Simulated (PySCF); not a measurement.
## ISBr at several levels of theory

All levels use the PBE0 minimum (singlet; I–Br 2.575 Å, I–S 2.240 Å; Br–I–S 111.8°), basis [I def2-TZVP with ECP28, S def2-TZVP, Br def2-TZVP], scalar-relativistic core potentials, density fitting, no spin–orbit coupling, PySCF. For vertical energies the ionised species is a doublet (spins chosen at PBE0 and kept) and the electron-attached one a doublet. Atomisation goes to high-spin ground-configuration atoms, without zero-point energy. Open shells are unrestricted, also as the reference of the correlated levels. A dash marks a value that was not computed or is not defined at that level.

```tsv
level	atomisation (kJ/mol)	vertical IP (eV)	vertical EA (eV)	−ε(HOMO) (eV)	gap (eV)	dipole (D)
PBE0	336	8.65	2.30	6.74	2.53	2.13
HF	?	?	?	?	?	?
MP2	311	8.87	2.17	–	–	–
PBE	398	8.48	2.05	5.56	0.76	2.00
r2SCAN	356	8.59	2.24	5.81	0.95	2.08
B3LYP	?	?	?	?	?	?
TPSSh	347	8.60	2.18	6.14	1.58	2.07
```

Q: Fill in the row of HF.

A: atomisation (kJ/mol) -15, vertical IP (eV) 7.62, vertical EA (eV) 2.06, −ε(HOMO) (eV) 9.28, gap (eV) 8.04, dipole (D) 2.62.

Q: Fill in the row of B3LYP.

A: atomisation (kJ/mol) 309, vertical IP (eV) 8.64, vertical EA (eV) 2.24, −ε(HOMO) (eV) 6.50, gap (eV) 2.14, dipole (D) 2.13.

Without diffuse functions attachment energies tend to come out too low.
